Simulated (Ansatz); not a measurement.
Basis-set extrapolation for C3H8BCl (`CBCCCl`) (PBE0-D4/def2-TZVP geometry, frozen core, the Gaussian-basis code of Ansatz). Multiplicity 1, RHF reference.

|  | def2-TZVPP | def2-QZVPP |
| --- | --- | --- |
| HF | -602.511651 | -602.531309 |
| MP2 correlation | -0.815169 | -0.874227 |
| CCSD(T) correlation | -0.911798 | not run |

Energies in hartree. Use E(X) = E(∞) + A·exp(−7.88·√X) for Hartree–Fock and E(X) = E(∞) + B·X^(−2.97) for correlation, with X = 3 and 4, and add CCSD(T) minus MP2 of the smaller set to the MP2 limit.

Problem. What is the CCSD(T) energy at the basis-set limit?

Solution. HF limit: -602.531309 + (-0.019658) × 0.13774 = -602.53402. MP2 limit: -0.874227 + (-0.059058) × 0.74074 = -0.91797. Higher-order term: -0.911798 − (-0.815169) = -0.09663. Total: -603.54862 hartree, 328.6 kJ/mol below CCSD(T)/def2-TZVPP.
